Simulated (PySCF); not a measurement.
Compound: C5H7F3O4.
Atom-mapped SMILES: `[CH3:1][O:2][C@@H:3]1[O:4][CH2:5][O:6][C@H:7]([C:8]([F:9])([F:10])[F:11])[O:12]1`

Geometry (GFN2-xTB, Å), atoms numbered from 1 in this order:
```
atom  x, y, z in Å
C1     2.1350    1.3373   -0.2512
O2     0.8557    0.8868    0.1585
C3     0.8589   -0.3412    0.7918
O4     1.0544   -1.3986   -0.0995
C5    -0.0140   -1.4812   -1.0052
O6    -1.2511   -1.6182   -0.3394
C7    -1.4524   -0.6859    0.6723
C8    -2.0199    0.6653    0.1287
F9    -1.5628    1.0271   -1.0714
F10   -3.3541    0.5637   -0.0017
F11   -1.7924    1.6706    0.9710
O12   -0.3377   -0.4908    1.4916
H13    1.9620    2.2876   -0.7492
H14    2.5975    0.6272   -0.9421
H15    2.7854    1.4785    0.6169
H16    1.6605   -0.4211    1.5426
H17   -0.0193   -0.6042   -1.6694
H18    0.1216   -2.3996   -1.5777
H19   -2.2370   -1.0939    1.3258
```

NICS is the negative of the GIAO shielding at a point without a nucleus: at the ring centre (0) and 1 Å above and below it (1); zz is the component along the ring normal. Level: GIAO PBE0/pcSseg-1 (PySCF, non-relativistic, gas phase) on the GFN2-xTB geometry, one conformer.

Ring bond lengths (Å), with Mayer bond orders in brackets: C3–O4 1.397 (0.98), O4–C5 1.403 (0.95), C5–O6 1.412 (0.92), O6–C7 1.390 (0.98), C7–O12 1.397 (0.96), O12–C3 1.394 (0.98).

What do the NICS probes read (ppm)?

| ring | type | NICS(0) | NICS(1), two faces | NICS(1)zz, two faces | rms pucker (Å) | centre to ring atoms, mean (Å) |
| --- | --- | --- | --- | --- | --- | --- |
| C3–O4–C5–O6–C7–O12 | 6-membered ring with 3 O; formal bonds all single | -2.3 | -1.2 / -0.5 | 1.7 / 2.1 | 0.20 | 1.36 |

What can be read from them?

- C3–O4–C5–O6–C7–O12: mean NICS(1)zz 1.9 ppm, near zero. C3, C5, C7 have four or more neighbours, and the NICS criterion for π rings isn't applied.

Give the inner angles of the rings and the Hirshfeld charges of the ring atoms.

- C3–O4–C5–O6–C7–O12: C3 111.0° (+0.165 e), O4 110.5° (-0.154 e), C5 111.6° (+0.061 e), O6 113.9° (-0.147 e), C7 113.9° (+0.086 e), O12 113.9° (-0.148 e); sum 674.8° against 720° for a flat convex ring.

What are the shieldings of the ring atoms and their hydrogens in the same run (means over atoms taken as equivalent)?

```
atoms                               environment  σ isotropic (ppm)  principal values of the symmetric part, first atom (ppm)
   C3  sp3 carbon bearing three or more oxygens               74.8                                          57.2, 70.7, 96.7
   O4                       cyclic ether oxygen              230.3                                       194.9, 211.0, 285.0
   C5            sp3 carbon bearing two oxygens              101.8                                         82.8, 96.7, 125.7
   O6                       cyclic ether oxygen              255.3                                       204.4, 238.6, 322.9
   C7            sp3 carbon bearing two oxygens               92.0                                          81.6, 95.9, 98.5
  O12                       cyclic ether oxygen              218.6                                       157.3, 220.0, 278.5
  H16                          methine hydrogen              26.26                                          23.3, 24.2, 31.3
  H17                        methylene hydrogen              25.58                                          23.4, 25.5, 27.9
  H18                        methylene hydrogen              26.76                                          22.3, 25.6, 32.4
  H19                          methine hydrogen              26.46                                          23.5, 24.9, 30.9
```

Time: 90 s wall. Hardware: an Arm Neoverse N1 with one thread, no GPU, on a shared host. This is the whole shielding run at PBE0/pcSseg-1, SCF included.
